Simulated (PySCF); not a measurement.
B(F)(Et)(vinyl) (C₄H₈BF), SMILES C=CB(F)CC.

Geometry optimised at PBE0-D3(BJ)/def2-SVP. One conformer was computed; it need not be the lowest.

Two levels are set side by side: TDA-PBE/def2-SVPD (PySCF) and TDA-ωB97X/def2-SVPD (PySCF). Vertical, same geometry. The lowest singlet is HOMO→LUMO 99 % with PBE and HOMO−1→LUMO 89 % with the other functional; states are paired by order. Differences are taken from unrounded values.

```csv
quantity,TDA-ωB97X
lowest singlet excitation (eV),5.81
lowest triplet excitation (TDA) (eV),3.96
first bright state (f over 0.05) (eV),6.97
its oscillator strength,0.42
```

**Question.** What does TDA-PBE give, and how far is it from TDA-ωB97X? (Estimate from the structure and the level; the computed values follow.)

**Answer.** 
```csv
quantity,TDA-PBE,TDA-PBE minus TDA-ωB97X
lowest singlet excitation (eV),4.66,-1.15
lowest triplet excitation (TDA) (eV),3.89,-0.07
first bright state (f over 0.05) (eV),5.83,-1.13
its oscillator strength,0.06,-0.36
```

Functionals without exact exchange tend to place singlet excitations lower, as here. Differences between two approximate levels are no errors against the true value.

Rough cost on one machine, each run with all the roots and properties that it gave: TDA-ωB97X against TDA-PBE about 5 times.
